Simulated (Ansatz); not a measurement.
Reaction (formal exchange of groups at the Sn–F bond): `C[O][Sn]([OH])([F])[Cl]` + `O=S(=O)(Cl)Cl` → `C[O][Sn]([OH])([Cl])[Cl]` + `O=S(=O)(F)Cl`

Gas-phase electronic energies from Ansatz, PBE0-D4/def2-TZVP geometries. CCSD(T)/CBS adds triple-zeta CCSD(T) − MP2 to the extrapolated MP2 energy (def2 sets, frozen cores). Functionals use def2-TZVPP. Elements past krypton have def2 core potentials. For Sn outer-core shells are correlated without core-valence functions, which leaves a few kJ/mol of doubt a bond. Each species was taken in one conformer, which may not be the lowest.

| level | ΔE (kJ/mol) |
| --- | --- |
| ωB97M-V | -63.7 |
| r2SCAN | -55.0 |
| PBE0 | -59.7 |
| SCS-MP2/def2-TZVPP | -60.4 |

Problem. What does CCSD(T)/CBS give? (Best estimate.)

Solution. The calculation gave: -55.8 kJ/mol. The listed levels differ from it by -7.9, 0.8, -3.9, -4.6 kJ/mol.

Largest T1 diagnostic among the species: 0.016.

From PBE to PBE0 (25 % exact exchange), in def2-TZVPP and without D4, ΔE moves by −14.1 kJ/mol. In def2-TZVPP, CCSD(T) changes the Hartree–Fock value by +22.7 kJ/mol (the triples alone add +5.1 kJ/mol) and MP2 by +24.5 kJ/mol.
